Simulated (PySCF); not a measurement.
**ECD: `C1[C@@H](C=C)CO[Si@@H]1F`, C5H9FOSi**

Molfile (atoms numbered from 1):
```
C5H9FOSi
     RDKit          3D

 17 17  0  0  0  0  0  0  0  0999 V2000
    1.8901    0.9629    0.5169 C   0  0  0  0  0  0  0  0  0  0  0  0
    1.5929   -0.1538   -0.1199 C   0  0  0  0  0  0  0  0  0  0  0  0
    0.2885   -0.5102   -0.7716 C   0  0  1  0  0  0  0  0  0  0  0  0
   -0.4266   -1.5586    0.1115 C   0  0  0  0  0  0  0  0  0  0  0  0
   -1.1877   -0.9066    1.1008 O   0  0  0  0  0  0  0  0  0  0  0  0
   -1.5843    0.6302    0.7562 Si  0  0  2  0  0  4  0  0  0  0  0  0
   -3.1829    0.7474    0.5741 F   0  0  0  0  0  0  0  0  0  0  0  0
   -0.6850    0.6646   -0.9133 C   0  0  0  0  0  0  0  0  0  0  0  0
    1.2019    1.7845    0.6124 H   0  0  0  0  0  0  0  0  0  0  0  0
    2.8563    1.1029    0.9712 H   0  0  0  0  0  0  0  0  0  0  0  0
    2.3330   -0.9436   -0.1782 H   0  0  0  0  0  0  0  0  0  0  0  0
    0.5090   -0.9627   -1.7447 H   0  0  0  0  0  0  0  0  0  0  0  0
    0.2876   -2.2144    0.6169 H   0  0  0  0  0  0  0  0  0  0  0  0
   -1.1014   -2.1724   -0.4949 H   0  0  0  0  0  0  0  0  0  0  0  0
   -1.2455    1.5088    1.8495 H   0  0  0  0  0  0  0  0  0  0  0  0
   -1.3926    0.4558   -1.7180 H   0  0  0  0  0  0  0  0  0  0  0  0
   -0.1603    1.5770   -1.1789 H   0  0  0  0  0  0  0  0  0  0  0  0
  1  2  2  0
  2  3  1  0
  3  4  1  0
  4  5  1  0
  5  6  1  0
  6  7  1  0
  6  8  1  0
  8  3  1  0
  1  9  1  0
  1 10  1  0
  2 11  1  0
  3 12  1  6
  4 13  1  0
  4 14  1  0
  6 15  1  1
  8 16  1  0
  8 17  1  0
M  END
```

The calculation used PySCF 2.14.0, TDDFT CAM-B3LYP/def2-SVPD circular dichroism and optical rotation, one conformer, gas phase. Geometry: GFN2-xTB.

The molecule is flexible and this is one conformer; a measurement averages over conformers.

(1) What are the CIP labels of the stereocentres?

(2) Which excitations and rotatory strengths does the calculation give?

Results:

(1) C3 S, Si6 R.

(2) Rotatory strengths R in 10⁻⁴⁰ esu² cm², velocity form and length form (origin at the centre of mass); f in length form.
```csv
state,E (eV),λ (nm),f,R (velocity),R (length),main
1,7.38,168,0.228,-36.0,-24.2,HOMO→LUMO 0.86
2,7.51,165,0.094,-33.6,-45.8,"HOMO→LUMO+1 0.59, HOMO→LUMO+2 0.24"
3,7.83,158,0.001,+11.9,+12.7,"HOMO−1→LUMO 0.67, HOMO−4→LUMO 0.13"
4,7.94,156,0.018,+9.2,+8.8,"HOMO→LUMO+2 0.45, HOMO→LUMO+3 0.20"
5,8.13,152,0.017,+0.2,-1.4,"HOMO−1→LUMO+3 0.37, HOMO−1→LUMO+2 0.11"
6,8.16,152,0.005,+5.2,+4.8,"HOMO−1→LUMO+2 0.20, HOMO−2→LUMO 0.17"
7,8.26,150,0.002,-4.5,-4.9,"HOMO−2→LUMO 0.25, HOMO−1→LUMO+2 0.23"
8,8.31,149,0.006,-14.6,-13.8,"HOMO−2→LUMO 0.30, HOMO→LUMO+4 0.17"
9,8.39,148,0.009,-20.5,-19.1,"HOMO→LUMO+4 0.37, HOMO−1→LUMO+3 0.14"
10,8.40,148,0.027,+27.4,+27.6,"HOMO→LUMO+3 0.28, HOMO→LUMO+1 0.14"
11,8.52,146,0.032,-35.1,-34.4,"HOMO→LUMO+5 0.32, HOMO−1→LUMO+1 0.12"
12,8.55,145,0.001,+7.7,+8.8,"HOMO−1→LUMO+1 0.37, HOMO→LUMO+5 0.19"
```

For state 5 the two forms differ in sign, so the sign of R isn't settled.

Among the states computed, the strongest CD band (largest |R|) is state 1. The largest dissymmetry factor in size, g = 4R/(D+G), with D and G the electric and magnetic dipole strengths, is +0.15 for state 3 (velocity form, f = 0.0009), among bands with |R| over 0.5. The mirror image has the same energies and oscillator strengths and all R with the opposite sign.
